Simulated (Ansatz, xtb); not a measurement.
Two isomers of C5H5NOS

Structure a is `Nc1ccc(C=O)s1`, a singlet and structure b is `CC(=O)c1nccs1`, a singlet. Both are isolated molecules in the gas phase, relaxed with PBE-D3(BJ)/def2-SVP; the shapes shown needn't be the lowest conformers.

a (Å):

```json
{"atom": "C", "x (Å)": "-0.2080", "y (Å)": "0.1224", "z (Å)": "-0.6022"}
{"atom": "C", "x (Å)": "0.9740", "y (Å)": "0.3945", "z (Å)": "0.1018"}
{"atom": "C", "x (Å)": "0.7968", "y (Å)": "0.3005", "z (Å)": "1.5005"}
{"atom": "C", "x (Å)": "-0.4995", "y (Å)": "-0.0402", "z (Å)": "1.8823"}
{"atom": "C", "x (Å)": "-1.0581", "y (Å)": "-0.2334", "z (Å)": "3.2034"}
{"atom": "N", "x (Å)": "-0.3996", "y (Å)": "0.1733", "z (Å)": "-1.9587"}
{"atom": "O", "x (Å)": "-2.2228", "y (Å)": "-0.5381", "z (Å)": "3.4448"}
{"atom": "S", "x (Å)": "-1.5361", "y (Å)": "-0.2487", "z (Å)": "0.4729"}
{"atom": "H", "x (Å)": "-1.2140", "y (Å)": "-0.2957", "z (Å)": "-2.3541"}
{"atom": "H", "x (Å)": "0.4339", "y (Å)": "0.1501", "z (Å)": "-2.5460"}
{"atom": "H", "x (Å)": "1.9196", "y (Å)": "0.6520", "z (Å)": "-0.3949"}
{"atom": "H", "x (Å)": "1.5949", "y (Å)": "0.4732", "z (Å)": "2.2370"}
{"atom": "H", "x (Å)": "-0.2989", "y (Å)": "-0.0738", "z (Å)": "4.0294"}
```

b (Å):

```csv
atom,x (Å),y (Å),z (Å)
C,0.1279,-0.5722,-1.5219
C,0.9601,-0.2052,-0.3154
C,0.2031,0.1365,0.9193
C,-1.4542,0.5112,2.3299
C,-0.3925,0.7783,3.1845
N,-1.1067,0.1518,1.0606
O,2.1858,-0.1790,-0.3117
S,1.1094,0.5720,2.3664
H,-0.5643,0.2560,-1.7755
H,0.7948,-0.7963,-2.3731
H,-0.5143,-1.4460,-1.2903
H,-2.5149,0.5729,2.6147
H,-0.4316,1.0813,4.2383
```

Quicker runs give these differences E(b) − E(a): GFN2-xTB −11.2 kcal/mol; HF/STO-3G −17.5 kcal/mol (at GFN2-xTB geometries); r2SCAN-D4/def2-SVP −3.8 kcal/mol (at GFN2-xTB geometries).

Problem. Estimate E(b) − E(a) at the level CCSD(T)/def2-SVP + ΔMP2/def2-TZVPP.

Solution. Calculated at CCSD(T)/def2-SVP + ΔMP2/def2-TZVPP: E(b) − E(a) = −7.5 kcal/mol, so structure b lies lower.

Level by level:

| level | geometry | E(b) − E(a) (kcal/mol) | departure from the last row (kcal/mol) | job, with rough time for the two |
| --- | --- | --- | --- | --- |
| GFN2-xTB | GFN2-xTB | −11.2 | −3.7 | optimisation, 0.15 s |
| HF/STO-3G | GFN2-xTB | −17.5 | −9.9 | single point, 0.56 s |
| r2SCAN-D4/def2-SVP | GFN2-xTB | −3.8 | +3.7 | single point, 4.5 s |
| PBE-D3(BJ)/def2-SVP | PBE-D3(BJ)/def2-SVP | −4.1 | +3.4 | optimisation, 19 s |
| HF/def2-SVP | PBE-D3(BJ)/def2-SVP | −4.9 | +2.6 | part of the CCSD(T) run |
| MP2/def2-SVP | PBE-D3(BJ)/def2-SVP | −9.4 | −1.9 | part of the CCSD(T) run |
| CCSD(T)/def2-SVP | PBE-D3(BJ)/def2-SVP | −9.7 | −2.2 | single point |
| CCSD(T)/def2-SVP + ΔMP2/def2-TZVPP | PBE-D3(BJ)/def2-SVP | −7.5 |  | single point, 91 s |

As drawn, b has 1 C–C, 2 C∷N, 2 C–H in place of 1 C–N, 2 C∷C, 2 N–H (∷ is an aromatic bond).

None of the levels shown reverses the order. The largest departure from CCSD(T)/def2-SVP + ΔMP2/def2-TZVPP is that of HF/STO-3G, 9.9 kcal/mol. The last row adds to CCSD(T) the change of the MP2 difference between the two basis sets, here +2.2 kcal/mol.

With thermal terms from frequencies at re-optimised GFN2-xTB minima (ideal gas, soft modes damped towards free rotors, one conformer each, 298.15 K, 1 atm): on the last row, ΔE + ΔZPE = −7.3, ΔH = −7.2, ΔG = −7.8 kcal/mol.

The correlated steps freeze 12 core orbitals. Programs: Ansatz 0.2.0, xtb 6.7.1; the last row on 4 threads of Arm Neoverse V1 on a shared host.
